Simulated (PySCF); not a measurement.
Computed shifts of a molecule C3H7NSi, PBE0/pcSseg-1 (PySCF), GIAO, gas phase, atoms alike by connectivity averaged where their shifts nearly agree, in ppm (number of nuclei): ²⁹Si: -58.3 (1). ¹⁵N: 91.6 (1). ¹³C: 155.9 (1), 115.5 (1), 64.1 (1). ¹H: 6.84 (1), 5.83 (1), 4.90 (3), 4.63 (1), 4.50 (1). References: ²⁹Si against TMS (σ = 352.7 ppm); ¹⁵N against NH3 (σ = 267.4 ppm); ¹³C against TMS (σ = 186.3 ppm); ¹H against TMS (σ = 31.56 ppm), references at their B3LYP-D3(BJ)/def2-TZVP geometries, non-relativistic. The structure is a stationary point at TPSSh-D3(BJ)/def2-SVP. Other conformers were not sampled.

### Question
Which molecule gave these data?
A) C=C/C=N/[SiH3]
B) C1=C[SiH2]NC1
C) [SiH3]N1C=CC1
D) CC#C[SiH2]N

### Answer
C, [SiH3]N1C=CC1
